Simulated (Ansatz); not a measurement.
Geometry optimisation, Ansatz, RKS B3LYP/def2-SVP.

Input file:

```yaml
crystal:
  periodic: [false, false, false]
  atoms:
    - { symbol: Sn, position_ang: [-0.537501, 0.055313, -0.474873] }
    - { symbol: H, position_ang: [-0.097835, -0.077339, 2.443101] }
    - { symbol: H, position_ang: [0.943456, -0.132586, 0.390271] }
    - { symbol: H, position_ang: [-0.551743, 1.569869, -1.289036] }
    - { symbol: H, position_ang: [-0.714626, -1.25387, -1.573564] }
    - { symbol: "N", position_ang: [-2.299048, 0.005834, 0.64067] }
    - { symbol: H, position_ang: [-2.447928, -0.866282, 1.149847] }
    - { symbol: H, position_ang: [-2.414152, 0.785123, 1.288728] }
    - { symbol: H, position_ang: [-0.809323, -0.086063, 2.353356] }
basis:
  gaussian: { orbitals: def2-SVP }
hamiltonian:
  xc: b3lyp
relax:
  f_tol: 0.03
  max_steps: 50
```

Run as:

```bash
$ ansatz run input.yaml --threads 1 --pin off --max-ram 2048MiB --backend cpu --events-out ev --progress --plain --runs-dir out
```

**Question.** Where does it end, and by what steps?

**Answer.** The forces met the threshold. The force dipped under the threshold on the way, but the program's further checks kept it going. After 17 steps the energy has fallen by 0.287 eV; H2 moved furthest, 1.27 Å.

| step | energy less start (eV) | largest force component (eV/Å) | accepted |
| --- | --- | --- | --- |
| 0 | 0.0000 | 1.823 | yes |
| 1 | -0.1542 | 0.237 | yes |
| 2 | -0.2223 | 0.145 | yes |
| 3 | -0.2560 | 0.242 | yes |
| 4 | -0.2735 | 0.054 | yes |
| 5 | -0.2461 | 0.424 | no |
| 6 | -0.2756 | 0.027 | yes |
| 7 | -0.2789 | 0.176 | yes |
| 8 | -0.2835 | 0.045 | yes |
| 9 | -0.2851 | 0.011 | yes |
| 10 | -0.2842 | 0.324 | no |
| 11 | -0.2859 | 0.043 | yes |
| 12 | -0.2850 | 0.074 | no |
| 13 | -0.2865 | 0.030 | yes |
| 14 | -0.2867 | 0.052 | yes |
| 15 | -0.2869 | 0.052 | yes |
| 16 | -0.2869 | 0.038 | yes |
| 17 | -0.2870 | 0.016 | yes |

```xyz
9
Properties=species:S:1:pos:R:3
Sn -0.609 0.067 -0.836
H -0.372 -0.178 3.678
H 0.962 -0.059 -0.122
H -0.755 1.568 -1.658
H -0.882 -1.265 -1.886
N -2.166 0.029 0.517
H -2.223 -0.830 1.064
H -2.166 0.810 1.173
H -0.717 -0.142 3.000
```

Whether the end is a true minimum wasn't checked by a vibrational analysis.

Run time: 44 s on 1 thread of Arm Neoverse V2, on a shared host, peak memory 0.17 GiB.
